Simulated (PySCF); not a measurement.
Predicted microwave data (PBE0/pcSseg-1 in PySCF (dipole) on a GFN2-xTB geometry, gas phase) for one isomer of C7H8O2:

```
Rotational constants : A = 4368, B = 1058, C = 903.3 MHz
Dipole components    : |μa| = 3.96 D, |μb| = 3.36 D, |μc| = 0.27 D
Inertial defect      : -33.83 u·Å²
κ                    : -0.91
```

**Question.** Which structure is it? (One computed conformer of each.)
A. `[CH3:1][CH2:2][c:3]1[cH:4][cH:5][cH:6][c:7](=[O:8])[o:9]1` with C1–C2–C3–C4 -109°
B. `[CH3:1][C:2]#[C:3]/[CH:4]=[C:5](\[CH:6]=[O:7])[CH2:8][OH:9]` with C4–C5–C6–O7 -178°, C4–C5–C8–O9 131°, C5–C8–O9–H 55°
C. `[CH2:1]=[CH:2][CH2:3][C:4]1=[CH:5][O:6][CH:7]=[CH:8][O:9]1` with C1–C2–C3–C4 -122°, C2–C3–C4–C5 103°
D. `[O:1]=[C:2]([OH:3])[C:4]1=[CH:5][CH:6]=[CH:7][CH2:8][CH2:9]1` with O1–C2–O3–H 0°, O1–C2–C4–C5 177°, C4–C5–C6–C7 15°, C6–C7–C8–C9 -31°, C7–C8–C9–C4 45°, C2–C4–C9–C8 149°
E. `[CH2:1]=[C:2]([CH3:3])[CH:4]=[C:5]([CH:6]=[O:7])[CH:8]=[O:9]` with C1–C2–C4–C5 172°, C4–C5–C6–O7 11°, C4–C5–C8–O9 152°
F. `[O:1]=[C:2]1[CH:3]=[CH:4][C@H:5]([CH:6]2[CH2:7][CH2:8]2)[O:9]1` with C4–C5–C6–C7 87°

**Answer.** F. It is O=C1C=C[C@H](C2CC2)O1, a near-prolate asymmetric top, point group C1. The candidates at the same level (rigid rotor, commonest isotopes):

```csv
SMILES,A (MHz),B (MHz),C (MHz),μa (D),μb (D),μc (D),Δ (u·Å²),point group,rotor
O=C1C=C[C@H](C2CC2)O1,4368,1058,903.3,3.96,3.36,0.27,-33.83,C1,near-prolate asymmetric top
C=CCC1=COC=CO1,3856,1016,899.6,0.18,0.17,0.03,-66.66,C1,near-prolate asymmetric top
CC#C/C=C(\C=O)CO,3828,730.8,633.4,4.72,1.02,0.91,-25.73,C1,near-prolate asymmetric top
C=C(C)C=C(C=O)C=O,2224,1188,786.0,4.63,0.65,0.64,-9.74,C1,asymmetric top
O=C(O)C1=CC=CCC1,3584,1192,917.0,1.69,1.30,0.12,-14.03,C1,asymmetric top
CCc1cccc(=O)o1,2859,1337,975.4,2.92,3.93,0.09,-36.55,C1,asymmetric top
```

`C=CCC1=COC=CO1` has A 12 % too low; `CC#C/C=C(\C=O)CO` has B 31 % too low; `C=C(C)C=C(C=O)C=O` has A 49 % too low; `CCc1cccc(=O)o1` has A 35 % too low; `O=C(O)C1=CC=CCC1` has A 18 % too low. No structure here is proved a minimum.
